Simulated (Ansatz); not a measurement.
The lowest doublet and quartet of C2H3 (SMILES [C]C); geometries from B3LYP-D3(BJ)/def2-TZVP, each state relaxed from the structure named, with no frequency check.
Doublet at the quartet's geometry (charge 0, multiplicity 2):
```xyz
5

C      0.9272     0.0982     0.2719
C     -0.4973    -0.0527    -0.1459
H     -0.5959    -0.8670    -0.8717
H     -0.8579     0.8731    -0.6070
H     -1.1257    -0.2794     0.7222
```

A positive gap puts the quartet lower; no zero-point energy. U- takes an unrestricted doublet. The quartet is unrestricted in single-reference levels.

Frozen-core correlation.

The values were computed with Ansatz (a program for electronic structure) with Gaussian orbitals. 

Q: One of these levels gives -33.68 kcal/mol for the gap E(doublet) − E(quartet), vertical, at the quartet's geometry. Name it.
A) U-HF/cc-pVTZ (spin-contaminated)
B) U-PBE/def2-TZVPP
C) U-CCSDT(Q)/cc-pVDZ (spin-contaminated)
D) U-wB97X-V/def2-TZVPP

A: D, U-wB97X-V/def2-TZVPP. The others give -6.22 (U-HF/cc-pVTZ (spin-contaminated)), -28.53 (U-PBE/def2-TZVPP), -23.82 (U-CCSDT(Q)/cc-pVDZ (spin-contaminated))

Doubts at one or more of the structures used: T1 above 0.05 (U-CCSDT(Q)/cc-pVDZ (spin-contaminated)).
